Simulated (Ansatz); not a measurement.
How basis sets differ on CH3BClFO (SMILES BC(O)(F)Cl)

CH3BClFO has 8 atoms, charge 0, and is taken as a singlet. SMILES: `BC(O)(F)Cl`. The shape is that of a PBE0-D4/def2-TZVP optimisation. This is one conformer, not always the lowest.

| atom | x (Å) | y (Å) | z (Å) |
| --- | --- | --- | --- |
| B | -0.4967 | 0.8359 | 0.1967 |
| C | 0.6560 | -0.1257 | -0.1690 |
| O | -0.5731 | -0.8923 | -0.3372 |
| F | 1.4037 | -0.7118 | 0.7838 |
| Cl | 1.5481 | -0.0918 | -1.6647 |
| H | -0.7965 | 0.8922 | 1.3489 |
| H | -0.9916 | 1.5044 | -0.6500 |
| H | -0.6576 | -1.4681 | 0.4359 |

Quantity: the dipole moment, in D. The values are calculated.

```tsv
level	kind	program	value (D)	CPU time
HF/STO-3G	Hartree–Fock	Ansatz	2.64	2.1 s
HF/3-21G	Hartree–Fock	Ansatz	2.05	2.1 s
HF/def2-SVP	Hartree–Fock	Ansatz	1.59	8.1 s
HF/6-31+G* (spherical functions)	Hartree–Fock	Ansatz	1.68	12 s
```

The values span 1.59 to 2.64 D. Sets without polarisation functions give poor dipoles. Times are those of the runs behind each value, whatever else they computed, on shared processors of several kinds: orders of magnitude only.
